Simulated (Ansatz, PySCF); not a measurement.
Te(Br)(GeH3) (BrGeH3Te), SMILES [GeH3][Te]Br. Atoms are numbered in the order given.

```xyz
6

Te     0.1226    -0.0643     1.0110
Br     0.2194    -1.7739    -0.8914
Ge    -0.3846     1.8976    -0.6093
H     -0.5067     3.1482     0.2860
H      0.7785     2.0457    -1.6046
H     -1.7056     1.6177    -1.3455
```
Charge 0, spin multiplicity 1.

Geometry: B3LYP-D3(BJ)/def2-SVP. The structure was generated by enumeration, and PubChem lists no compound with its InChIKey, so it may never have been made. The def2 effective core potentials stand for the cores of Te; spin–orbit coupling is left out.

Two levels are set side by side: PBE-D3(BJ)/def2-SVP (Ansatz, a quantum-chemistry and plane-wave program) and B3LYP-D3(BJ)/def2-SVP (Ansatz). Each level has its own optimised geometry; the coordinates shown are those of the second. Frequencies come from the Hessian of PySCF at each geometry. Differences are taken from unrounded values.

```csv
quantity,B3LYP-D3(BJ)
mean bond length (Å),1.955
bond Te1–Br2 (Å),2.560
bond Te1–Ge3 (Å),2.595
bond Ge3–H4 (Å),1.543
bond Ge3–H5 (Å),1.538
bond Ge3–H6 (Å),1.538
highest harmonic wavenumber (cm⁻¹),2150
mean harmonic wavenumber (cm⁻¹),881
zero-point energy (kcal/mol),15.12
```

Task: What does PBE-D3(BJ) give, and how far is it from B3LYP-D3(BJ)? (An estimate is asked for; the answer gives what the named calculation found.)

Result: 
```
quantity                            PBE-D3(BJ)  PBE-D3(BJ) minus B3LYP-D3(BJ)
----------------------------------  ----------  -----------------------------
mean bond length (Å)                     1.959                          0.004
bond Te1–Br2 (Å)                         2.554                         -0.006
bond Te1–Ge3 (Å)                         2.590                         -0.004
bond Ge3–H4 (Å)                          1.553                          0.010
bond Ge3–H5 (Å)                          1.548                          0.010
bond Ge3–H6 (Å)                          1.548                          0.010
highest harmonic wavenumber (cm⁻¹)        2100                            -51
mean harmonic wavenumber (cm⁻¹)            856                            -26
zero-point energy (kcal/mol)             14.68                          -0.44
```
